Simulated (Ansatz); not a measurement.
System: AlCl, net charge 0, singlet state. 
Coordinates optimised at B3LYP-D3(BJ)/def2-TZVP (Ansatz, a quantum-chemistry and plane-wave program):
SMILES: [Al][Cl]
```xyz
2

Al     0.0000     0.0000    -1.2241
Cl     0.0000     0.0000     0.9361
```

Basis-set convergence of Hartree-Fock and CCSD correlation energies (hartree) with Ansatz. Valence correlation only, unless marked. No spin-orbit coupling. Non-relativistic.

| basis | functions | E(HF) | E(corr, CCSD) |
|---|---|---|---|
| def2-SVP | 36 | -701.25538 | -0.19847 |
| def2-TZVPP | 84 | -701.49861 | -0.26803 |
| def2-QZVPP | 140 | -701.51762 | -0.29016 |

Extrapolating the two largest sets (X = 3 and 4) as X^-3: E(corr) = (64·(-0.29016) - 27·(-0.26803))/37 = -0.3063 Eh, an estimate of the basis-set limit. The largest set recovers 94.7 % of it, the smallest 64.8 %.
